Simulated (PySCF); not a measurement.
**S (sulfur, neutral) across methods**

[Ne] 3s2 3p3 3d1, high-spin 5D determinant (an excited configuration). All numbers are calculated (PySCF 2.14, the non-relativistic Hamiltonian (point nucleus), in aug-cc-pV(T+d)Z with one added diffuse shell each of s, p, d, f type (7s6p5d3f, 71 functions)).

```json
{"method": "UHF", "E (hartree)": "-397.22800", "mean ε 3s β (eV)": "-23.211", "mean ε 3p α (eV)": "-17.837", "mean ε 3d α (eV)": "-1.624", "Σ⟨r²⟩ (bohr²)": "54.48", "⟨S²⟩": "6.001"}
{"method": "HSE06", "E (hartree)": "-397.6982", "mean ε 3s β (eV)": "-20.201", "mean ε 3p α (eV)": "-13.228", "mean ε 3d α (eV)": "-0.523", "Σ⟨r²⟩ (bohr²)": "53.05", "⟨S²⟩": "6.000"}
{"method": "wB97M-V", "E (hartree)": "-397.7875", "mean ε 3s β (eV)": "-23.148", "mean ε 3p α (eV)": "-15.400", "mean ε 3d α (eV)": "-1.721", "Σ⟨r²⟩ (bohr²)": "50.27", "⟨S²⟩": "6.000"}
{"method": "BLYP", "E (hartree)": "-397.8213", "mean ε 3s β (eV)": "-19.485", "mean ε 3p α (eV)": "-11.785", "mean ε 3d α (eV)": "-0.340", "Σ⟨r²⟩ (bohr²)": "54.15", "⟨S²⟩": "6.001"}
{"method": "LDA", "E (hartree)": "-396.4305", "mean ε 3s β (eV)": "-19.391", "mean ε 3p α (eV)": "-11.962", "mean ε 3d α (eV)": "-0.382", "Σ⟨r²⟩ (bohr²)": "52.16", "⟨S²⟩": "6.000"}
{"method": "PBE", "E (hartree)": "-397.6482", "mean ε 3s β (eV)": "-19.212", "mean ε 3p α (eV)": "-12.047", "mean ε 3d α (eV)": "-0.468", "Σ⟨r²⟩ (bohr²)": "53.13", "⟨S²⟩": "6.000"}
{"method": "PBE0", "E (hartree)": "-397.6797", "mean ε 3s β (eV)": "-20.558", "mean ε 3p α (eV)": "-13.631", "mean ε 3d α (eV)": "-0.824", "Σ⟨r²⟩ (bohr²)": "52.89", "⟨S²⟩": "6.000"}
{"method": "r2SCAN", "E (hartree)": "-397.7876", "mean ε 3s β (eV)": "-19.147", "mean ε 3p α (eV)": "-12.560", "mean ε 3d α (eV)": "-0.381", "Σ⟨r²⟩ (bohr²)": "52.34", "⟨S²⟩": "6.000"}
```

The outer electron is Rydberg-like, and this basis confines it to a smaller radius and binds it less than a complete one would.
